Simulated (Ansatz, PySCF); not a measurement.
MoO2FBr, SMILES [O]=[Mo](=[O])([F])[Br], multiplicity 1.

Geometry: B3LYP-D3(BJ)/def2-SVP. The multiplicity is an assumed one; no other spin state was optimised. The structure was generated by enumeration; whether it is a known compound was not checked. The def2 effective core potentials stand for the cores of Mo; spin–orbit coupling is left out.

Vertical ionisation energy (IE) and electron affinity (EA) in eV. Rows of orbital energies are one-electron estimates. Where ΔSCF, EOM or ADC give a negative EA the extra electron is unbound and the value depends on the basis.

```
level                                                                   IE    EA
-------------------------------------------------------------------  -----  ----
−ε(HOMO), −ε(LUMO), CAM-B3LYP/def2-TZVP (PySCF)                      10.79  2.73
−ε(HOMO), −ε(LUMO), PBE/def2-TZVP (PySCF)                             8.11  4.35
ΔSCF, PBE0/def2-SVPD (Ansatz), final states of multiplicity 2 and 2    ___   ___
ΔSCF, PBE/def2-SVPD (Ansatz), final states of multiplicity 2 and 2   11.32  1.42
```

Question: Some entries are withheld; supply them. (The exact figures need the calculation; the answer reports its results.)

Answer: 
- ΔSCF, PBE0/def2-SVPD (Ansatz, an electronic-structure program), final states of multiplicity 2 and 2, IE: 11.77
- ΔSCF, PBE0/def2-SVPD (Ansatz), final states of multiplicity 2 and 2, EA: 1.93

Question: What vertical singlet–triplet gap does ΔSCF give with PBE0/def2-SVPD (Ansatz) and with PBE/def2-SVPD (Ansatz)? (Estimate from the structure and the level; the computed values follow.)

Answer: 3.68 and 3.85 eV (triplet above singlet where positive).
